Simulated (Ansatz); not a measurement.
Basis-set extrapolation for C2H6F2Si2, SMILES `C=C[SiH2][SiH](F)F` (PBE0-D4/def2-TZVP geometry, frozen core, the Gaussian-basis code of Ansatz). Multiplicity 1, RHF reference.

```
                      def2-TZVPP   def2-QZVPP
                 HF  -856.232908  -856.264509
    MP2 correlation    -1.057569    -1.146044
CCSD(T) correlation    -1.144503      not run
```

Energies in hartree. Use E(X) = E(∞) + A·exp(−7.88·√X) for Hartree–Fock and E(X) = E(∞) + B·X^(−2.97) for correlation, with X = 3 and 4, and add CCSD(T) minus MP2 of the smaller set to the MP2 limit.

What is the CCSD(T) energy at the basis-set limit?

HF limit: -856.264509 + (-0.031601) × 0.13774 = -856.26886. MP2 limit: -1.146044 + (-0.088475) × 0.74074 = -1.21158. Higher-order term: -1.144503 − (-1.057569) = -0.08693. Total: -857.56737 hartree, 498.7 kJ/mol below CCSD(T)/def2-TZVPP.
